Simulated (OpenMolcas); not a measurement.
Cl²⁺: Slater's ratio, worked from levels

```
Program             : OpenMolcas 26.06
Basis               : ANO-R2 [5s4p3d1f]
Scalar Hamiltonian  : X2C, finite nucleus
Active space        : 3 electrons in 3 orbitals (3p)
State averaging     : 2S+1 = 4 odd, 1 root; 2S+1 = 2 odd, 8 roots
Spin-orbit coupling : RASSI with atomic mean-field integrals over the reference wave functions, term energies averaged over their components
```

Methods: CASSCF; SS-CASPT2, IPEA 0.25 Eh, imaginary shift 0.1 Eh (closed shells correlated: 2s 2p 3s). Measured levels: Moore, Atomic Energy Levels, vol. I, NSRDS-NBS 35 (1971 reprint of NBS Circular 467, 1949).

**Slater's ratio.** With one set of orbitals, p3 has 2D* - 4S* = 9 F2 and 2P* - 2D* = 6 F2 (F2 = F²/25), a ratio of 2/3. Term energies are centres of gravity, weighted by 2J + 1.

| Source | 2D* - 4S* | 2P* - 4S* | F2 from the first | Ratio |
| --- | --- | --- | --- | --- |
| CASSCF | 22745 | 37826 | 2527 | 0.663 |
| SS-CASPT2 | 19024 | 32056 | 2114 | 0.685 |
| measured | 18093 | 29875 | 2010 | 0.651 |

Energies in cm-1. A ratio away from 2/3 shows effects beyond one configuration with one set of orbitals, and in heavier atoms second-order spin-orbit shifts.

CASPT2 breaks the degeneracy within a term, and the mean is taken; among the terms shown or strongly mixed into the levels shown the widest spread is 180 cm-1 (3s2 3p3 2D*, SS-CASPT2). With the s shell closed, the reference lacks s² → p² mixing. Computed and measured levels are paired by configuration, term and J; levels that our copy of the source lacks, or whose pairing is in doubt (as where it misses far off the trend of its configuration), stay unpaired and out of the deviations. Only configurations of the active space appear.

* marks odd parity.
